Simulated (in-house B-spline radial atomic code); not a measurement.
**RPA and G0W0 on CAM-B3LYP: Al⁶⁺**

Configuration [He] 2s2 2p3, highest spin, mean-field start CAM-B3LYP. Computed with an all-electron radial atomic-structure program (B-spline basis): all electrons, non-relativistic, point nucleus, each spin shell either full or empty, empty states to l = 9 with an (l + 1/2)⁻⁴ tail; G0W0 by contour deformation at full frequency.

Command:
```bash
python run_gw.py task.json out
```
Settings (radii: box in bohr, nucleus in fm):
```
Z                        13
electrons                7
configuration            [He] 2s2 2p3
hamiltonian              nr
method                   camb3lyp
lmax                     9
spin_polarised           True
box_radius               9.29
intervals                46
```

Cost of the run: 1.4 s on 1 thread of Arm Neoverse N1, on a shared host.

Energies (hartree):

```json
{"term": "mean-field total", "value": "-223.30416"}
{"term": "Hartree-Fock functional on these orbitals", "value": "-223.12074"}
{"term": "direct second order", "value": "-0.40611"}
{"term": "second-order exchange", "value": "0.1929"}
{"term": "SOSEX correction", "value": "0.17637"}
```

(1) What is the RPA correlation energy, and what remains with SOSEX?

Quasi-particle levels (eV):

| level | occupied | mean field | Σx - vxc | Σc | QP weight | G0W0 |
| --- | --- | --- | --- | --- | --- | --- |
| 2p up | yes | -228.21 | -15.27 | ? | ? | ? |
| 2s down | yes | -248.23 | -8.19 | -2.86 | 0.975 | -259.27 |
| 1s down | yes | -1703.95 | -62.24 | 15.71 | 0.882 | -1750.49 |
| 2p down | no | -202.53 | 16.29 | -4.12 | 0.979 | -190.36 |

G0W0 = mean field + (Σx - vxc) + Σc, with Σc (partial-wave tail included) taken at the quasi-particle energy. Levels of low weight are left out.

(2) Where does G0W0 put 2p up?

## Answers

(1) RPA gives -0.3689 hartree (-1.43 eV per electron); RPA + SOSEX gives -0.19253, and the second-order doubles -0.21321 hartree (no singles). SOSEX takes back 48 % of the RPA value.

(2) At -241.94 eV, with Σc = 1.54 eV and a quasi-particle weight of 0.974. The tabulated removal energy is 241.76 ± 0.09 eV (NIST, semi-empirical); the calculation leaves out relativity, Breit and QED terms, and what these don't explain is the method's own error.
